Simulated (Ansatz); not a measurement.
`C[O][SnH2][O]C` → 2 C• + 8 H• + 2 O• + Sn•  (atomization)

Isolated molecules relaxed with PBE0-D4/def2-TZVP in Ansatz; ΔE leaves out vibrations. CCSD(T)/CBS is the MP2 limit (def2-TZVPP, def2-QZVPP) plus CCSD(T) − MP2 in def2-TZVPP, frozen cores. This one scheme is used for every species, atoms too. For atomizations the MP2-based limit and the directly extrapolated one differ by several kJ/mol either way, and by 10 to 25 for some Ge, Se and Sn compounds, so smaller differences from it don't rank the levels. Functionals use def2-TZVPP. No spin–orbit coupling; open shells (•) take unrestricted orbitals. Spin–orbit coupling would lower the free atoms: a little for C, O; strongly for Sn. def2 core potentials past Kr. For Sn outer-core shells are correlated without core-valence functions, so the limit isn't a true one: a few kJ/mol of doubt a bond, and 10 to 20 or more in all where bonds break to atoms. Each species was taken in one conformer, which may not be the lowest.

Task: What is ΔE at CCSD(T)/CBS? (Best estimate.)

Result: The calculation gave: +1075.1 kcal/mol.

Task: What do these levels give: PBE0-D4, r2SCAN0, LC-ωPBE, MP2/def2-TZVPP, CCSD/def2-TZVPP, MP2/def2-QZVPP? (Best estimate.)

Result: Ansatz gave: PBE0-D4 1061.6, r2SCAN0 1046.1, LC-ωPBE 1062.3, MP2/def2-TZVPP 1054.3, CCSD/def2-TZVPP 1028.3, MP2/def2-QZVPP 1072.5 kcal/mol.

Largest T1 diagnostic among the species: 0.014.

From BLYP to BHLYP (50 % exact exchange), in def2-TZVPP and without D4, ΔE moves by −29.9 kcal/mol: exact exchange takes away binding that semilocal exchange gives to molecules. Leaving LDA and LC-ωPBE aside and taking each functional with its dispersion term where it has one, the values, not all of them listed here, spread over 53.1 kcal/mol, from BHLYP-D4 to PBE-D4. LDA lies +151.1 kcal/mol from PBE without D4, its usual overbinding. In def2-TZVPP, CCSD(T) changes the Hartree–Fock value by +292.2 kcal/mol (the triples alone add +16.4 kcal/mol) and MP2 by +301.7 kcal/mol; breaking electron pairs costs correlation energy, which Hartree–Fock lacks.
